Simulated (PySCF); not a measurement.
pyrimidine-2-carbonitrile (C₅H₃N₃), SMILES c1cnc(C#N)nc1.

The structure is a stationary point at B3LYP-D3(BJ)/def2-SVP.

Method: TDA-PBE/def2-SVPD (PySCF 2.14.0).

Vertical excitations. Isolated molecule, no solvent. State labels are in the subgroup C2v.

```
state  symmetry  energy (eV)  λ (nm)      f                            main pairs
-----  --------  -----------  ------  -----  ------------------------------------
S1           A2         3.43     361  0.000                        HOMO→LUMO 99 %
S2           B1         3.78     328  0.004                      HOMO→LUMO+1 98 %
S3           B1         4.92     252  0.002                      HOMO−2→LUMO 98 %
S4           B2         5.12     242  0.014  HOMO−1→LUMO+1 75 %, HOMO−5→LUMO 21 %
S5           A2         5.25     236  0.000                    HOMO−2→LUMO+1 96 %
S6           A2         5.39     230  0.000                     HOMO−3→LUMO 100 %
S7           B1         5.60     222  0.000                   HOMO−3→LUMO+1 100 %
S8           A1         5.75     216  0.320    HOMO−1→LUMO 74 %, HOMO→LUMO+2 11 %
S9           B1         5.77     215  0.005                      HOMO−4→LUMO 98 %
S10          A2         5.80     214  0.000                    HOMO−4→LUMO+1 98 %
T1           A2         3.16     393      0                        HOMO→LUMO 99 %
T2           B1         3.32     374      0                      HOMO→LUMO+1 99 %
T3           A1         3.89     318      0                      HOMO−1→LUMO 96 %
T4           B2         4.42     280      0                    HOMO−1→LUMO+1 96 %
```
Triplets are in the Tamm–Dancoff approximation.
